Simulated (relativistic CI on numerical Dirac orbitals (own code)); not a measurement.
Zn³⁺: K-beta X-ray emission

Computed with this model: Dirac-Coulomb-Breit CI, separate exchange-only KLI orbitals for each configuration, QED by a radiative potential, valence Slater integrals scaled by 0.8, multiplet model of X-ray emission after core ionisation; configurations [Ar] 3d9 → 1s 2s2 2p6 3s2 3p6 3d9 → [Ne] 3s2 3p5 3d9; 80 K; Lorentzian 1.6 eV and Gaussian 1 eV FWHM. Energies are those of the free ion, without screening or charge transfer. S is read from ⟨S²⟩ = S(S + 1).

Field parameters in Wybourne normalisation: D3d B²₀ = −7Dσ, B⁴₀ = −14Dq − 21Dτ, B⁴₃ = −14√(10/7) Dq; D4h B²₀ = −7Ds, B⁴₀ = 21(Dq − Dt), B⁴₄ = 21√(5/14) Dq; Oh B⁴₀ = 21Dq, B⁴₄ = √(5/14) B⁴₀; Td as Oh with Dq negative (B⁴₀ = 21Dq, B⁴₄ = √(5/14) B⁴₀). The field is a parameter set, without covalency.

Computed curve for D3d, 10Dq = 16150, Dσ = 370, Dτ = 90 cm⁻¹, scaled to 100 at the maximum (points under 2 are left out and the grid is thinned):

```json
{"Energy (eV)": "9556.8", "Intensity": "2.0"}
{"Energy (eV)": "9557.4", "Intensity": "2.5"}
{"Energy (eV)": "9558.2", "Intensity": "3.6"}
{"Energy (eV)": "9558.8", "Intensity": "5.3"}
{"Energy (eV)": "9559.4", "Intensity": "8.5"}
{"Energy (eV)": "9560.2", "Intensity": "14.9"}
{"Energy (eV)": "9560.8", "Intensity": "18.3"}
{"Energy (eV)": "9561.4", "Intensity": "23.1"}
{"Energy (eV)": "9562.0", "Intensity": "30.2"}
{"Energy (eV)": "9562.8", "Intensity": "25.9"}
{"Energy (eV)": "9563.4", "Intensity": "16.4"}
{"Energy (eV)": "9564.0", "Intensity": "11.2"}
{"Energy (eV)": "9564.8", "Intensity": "9.8"}
{"Energy (eV)": "9565.4", "Intensity": "11.6"}
{"Energy (eV)": "9566.0", "Intensity": "16.4"}
{"Energy (eV)": "9566.8", "Intensity": "26.5"}
{"Energy (eV)": "9567.4", "Intensity": "33.9"}
{"Energy (eV)": "9568.0", "Intensity": "44.3"}
{"Energy (eV)": "9568.8", "Intensity": "61.2"}
{"Energy (eV)": "9569.4", "Intensity": "56.6"}
{"Energy (eV)": "9570.0", "Intensity": "41.4"}
{"Energy (eV)": "9570.6", "Intensity": "32.2"}
{"Energy (eV)": "9571.4", "Intensity": "35.5"}
{"Energy (eV)": "9572.0", "Intensity": "40.5"}
{"Energy (eV)": "9572.6", "Intensity": "46.0"}
{"Energy (eV)": "9573.4", "Intensity": "65.6"}
{"Energy (eV)": "9574.0", "Intensity": "82.7"}
{"Energy (eV)": "9574.6", "Intensity": "97.5"}
{"Energy (eV)": "9575.4", "Intensity": "90.7"}
{"Energy (eV)": "9576.0", "Intensity": "60.3"}
{"Energy (eV)": "9576.6", "Intensity": "33.6"}
{"Energy (eV)": "9577.4", "Intensity": "16.5"}
{"Energy (eV)": "9578.0", "Intensity": "10.9"}
{"Energy (eV)": "9578.6", "Intensity": "7.8"}
{"Energy (eV)": "9579.2", "Intensity": "5.9"}
{"Energy (eV)": "9580.0", "Intensity": "4.3"}
{"Energy (eV)": "9580.6", "Intensity": "3.5"}
{"Energy (eV)": "9581.2", "Intensity": "2.9"}
{"Energy (eV)": "9582.0", "Intensity": "2.4"}
{"Energy (eV)": "9582.6", "Intensity": "2.1"}
```

The ground state has S = 0.50, and the centroid lies at 9570.88 eV.
